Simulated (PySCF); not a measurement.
SCF from a fresh guess for quartet MnOF2, at the B3LYP minimum. PySCF input:

```python
from pyscf import gto, scf, dft
mol = gto.M(atom='''
Mn    -0.025661    -0.044449    -0.010649
O     -0.803736    -1.392199    -0.085485
F      1.694047    -0.105628     0.035470
F     -0.938577     1.414223     0.035467''',
    basis={'Mn': 'def2-SVP', 'O': 'def2-SVP', 'F': 'def2-SVP'},
    charge=0, spin=3)
mf = dft.UKS(mol, xc='B3LYP')
mf.grids.atom_grid = (50, 194)
aux = {'Mn': 'def2-universal-JKFIT', 'O': 'def2-universal-JKFIT', 'F': 'def2-universal-JKFIT'}
mf = mf.density_fit(auxbasis=aux)
mf.conv_tol = 1e-08
mf.diis_space = 10
mf.max_cycle = 60
mf.init_guess = 'minao'
mf.verbose = 4
mf.kernel()
```

Excerpt of the output (cycles alone):

```
init E= -1424.37490288069
cycle= 1 E= -1418.40915095532  delta_E= 5.97  |g|= 2.82  |ddm|= 10.2
cycle= 2 E= -1397.15345342422  delta_E= 21.3  |g|= 6.04  |ddm|= 10.6
cycle= 3 E= -1413.61095508996  delta_E= -16.5  |g|=  4.5  |ddm|= 4.44
cycle= 4 E= -1414.84402595189  delta_E= -1.23  |g|= 5.01  |ddm|= 2.15
cycle= 5 E= -1417.02881128073  delta_E= -2.18  |g|= 4.25  |ddm|= 2.18
cycle= 6 E= -1415.07463092888  delta_E= 1.95  |g|= 4.57  |ddm|= 1.05
cycle= 7 E= -1414.99760614313  delta_E= 0.077  |g|= 4.57  |ddm|= 1.34
cycle= 8 E= -1415.18618092047  delta_E= -0.189  |g|= 4.54  |ddm|= 0.214
cycle= 9 E= -1415.32019054397  delta_E= -0.134  |g|= 4.51  |ddm|= 0.411
cycle= 10 E= -1415.33296718204  delta_E= -0.0128  |g|= 4.53  |ddm|= 1.05
cycle= 11 E= -1415.5528133539  delta_E= -0.22  |g|=  4.5  |ddm|= 0.437
cycle= 12 E= -1406.30606228565  delta_E= 9.25  |g|= 6.88  |ddm|= 8.67
cycle= 13 E= -1419.9643851536  delta_E= -13.7  |g|= 2.82  |ddm|= 6.07
... 17 lines left out ...
cycle= 31 E= -1425.60594526737  delta_E= -0.000576  |g|= 0.0113  |ddm|= 0.0611
cycle= 32 E= -1425.60608757203  delta_E= -0.000142  |g|= 0.00555  |ddm|= 0.0252
cycle= 33 E= -1425.60614174409  delta_E= -5.42e-05  |g|= 0.00134  |ddm|= 0.0196
cycle= 34 E= -1425.60615088464  delta_E= -9.14e-06  |g|= 0.000512  |ddm|= 0.00913
cycle= 35 E= -1425.6061519546  delta_E= -1.07e-06  |g|= 0.000264  |ddm|= 0.0027
cycle= 36 E= -1425.60615220413  delta_E= -2.5e-07  |g|= 0.000105  |ddm|= 0.00141
cycle= 37 E= -1425.60615226525  delta_E= -6.11e-08  |g|= 7.2e-05  |ddm|= 0.00084
cycle= 38 E= -1425.60615226812  delta_E= -2.88e-09  |g|= 7.59e-05  |ddm|= 0.000196
Extra cycle  E= -1425.60615223198  delta_E= 3.61e-08  |g|= 0.000343  |ddm|= 0.000218
converged SCF energy = -1425.60615223198  <S^2> = 3.8571669  2S+1 = 4.0532293
```

No lower solution of this spin was found from smeared starts or by a stability analysis within the unrestricted form.

Other spin states or occupations of the open shell can lie lower.

The search for the lowest solution, 3 starts and the stability check together, took 31 s on 2 threads of a shared Arm Neoverse N1 host, with 73 basis functions; the process peaked at 0.39 GiB.
